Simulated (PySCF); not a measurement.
**Potential energy of AsF along the bond**

Set-up: As cc-pVTZ-PP with ECP10, F cc-pVTZ; scalar-relativistic core potentials (PySCF 2.14). Energies in eV from As + F in their ground configurations at the same level. State: ³Σ⁻ (triplet), unpaired electrons π ↑↑.

All columns are PBE0. A positive dipole means As(−)F(+).

```csv
R (Å),E (eV),μ (D),Mulliken charge on As (basis-dependent),HOMO (eV),LUMO (eV),Mayer bond order,⟨S²⟩
1.501,-2.932,-0.26,0.22,-6.07,-2.04,1.16,2.01
1.571,-3.631,-0.69,0.26,-6.27,-2.23,1.12,2.00
1.640,-4.006,-1.10,0.30,-6.47,-2.40,1.08,2.00
1.693,-4.135,-1.41,0.32,-6.61,-2.53,1.06,2.00
1.745,-4.169,-1.71,0.34,-6.74,-2.65,1.03,2.00
1.797,-4.130,-2.00,0.36,-6.87,-2.77,1.01,2.00
1.867,-3.996,-2.38,0.39,-7.04,-2.92,0.98,2.00
1.954,-3.740,-2.83,0.41,-7.23,-3.10,0.95,2.00
2.059,-3.358,-3.34,0.43,-7.45,-3.29,0.92,2.01
2.199,-2.797,-3.95,0.45,-7.70,-3.51,0.88,2.01
```

A fit through these points gives, at Re = 1.741 Å, μ = -1.68 D and dμ/dR = -5.67 D/Å; the reduced mass is 15.16 u.

**Question.** How strong is the fundamental in the double-harmonic approximation, I = 42.26·(dμ/dR)²/μred km/mol?

**Answer.** I = 42.26·(-5.67)²/15.16 = 89.6 km/mol at PBE0.

Spin–orbit coupling is left out. The state is the lowest determinant that a PBE0 search found; another state may lie lower at other levels.
